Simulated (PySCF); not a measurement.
## C₆ coefficients of unlike pairs at B97-3

Calculated with PySCF 2.14 from the dipole response of each species, C₆(A,B) = (3/π) ∫ α_A(iu) α_B(iu) du, in atomic units, from isotropic polarisabilities. For ions this is the dispersion term alone; charge-induced terms of lower order in 1/R come first.

| species | configuration | basis | relativity | α (bohr³) | C₆ (like pair) |
| --- | --- | --- | --- | --- | --- |
| Be²⁺ | 1s2 (1S) | dyall-av2z (11s7p2d) | none | 0.05368 | 0.01159 |
| Br | [Ar] 3d10 4s2 4p5 (2P) | aug-cc-pVQZ-PP with one added diffuse shell each of s, p, d, f, g type with ECP10MDF (8s7p6d4f3g) | core potential | 21.55 | 173.4 |
| Sb | [Kr] 4d10 5s2 5p3 (4S) | def2-QZVPPD with the def2 core potential (28 electrons) (8s6p5d4f1g) | core potential | 44.96 | 494.9 |

(1) Estimate C₆ for Br with Be²⁺.

No spin-orbit coupling is included.

The other pairs:

```csv
pair,C₆
"Sb, Br",288.1
"Sb, Be²⁺",1.288
```

Answers

(1) The integral gives 0.8476. The combination rule 2 C_A C_B / (C_A α_B/α_A + C_B α_A/α_B) gives 0.7906 and the geometric mean 1.418.
